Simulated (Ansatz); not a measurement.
## Worked example: C2H9FSi2 + C3H9N → C2H11NSi2 + C3H7F

Species: C2H9FSi2 `CC[SiH](F)[SiH3]`, singlet; C3H9N (isopropylamine) `CC(C)N`, singlet; C2H11NSi2 `CC[SiH](N)[SiH3]`, singlet; C3H7F (2-fluoropropane) `CC(C)F`, singlet. The partners trade F for NH2: Si–F and C–NH2 bonds give way to Si–NH2 and C–F.

Shapes, held fixed at every level: PBE0-D4/def2-TZVP. Flexible molecules stand in one conformer, not always the lowest. Programs: Ansatz 0.2.0. The zero-point and thermal change to 298 K, harmonic and unscaled (PBE0-D4/def2-TZVP), is -3.6 kJ/mol.

At CCSD(T)/CBS estimate; 1 Eh = 2625.50 kJ/mol:

```
  species  energy (Eh)
 C2H9FSi2  -759.537322
    C3H9N  -174.282527
C2H11NSi2  -715.617843
    C3H7F  -218.169417
```

Question: Work out ΔH(298 K) of the reaction at this level.

Answer: 
1. Products less reactants: (-715.617843) + (-218.169417) − [(-759.537322) + (-174.282527)] = 0.032589 Eh = +85.6 kJ/mol.
2. With the thermal change: +85.6 + (-3.6) = +82.0 kJ/mol.

Other levels give +72.6 (SPW92/def2-TZVPP) to +85.2 kJ/mol (MP2/def2-TZVPP). No measured value is set beside it here. The CBS estimate extrapolates MP2 from def2-TZVPP and def2-QZVPP and adds CCSD(T) − MP2 in the triple-zeta set, cores frozen.
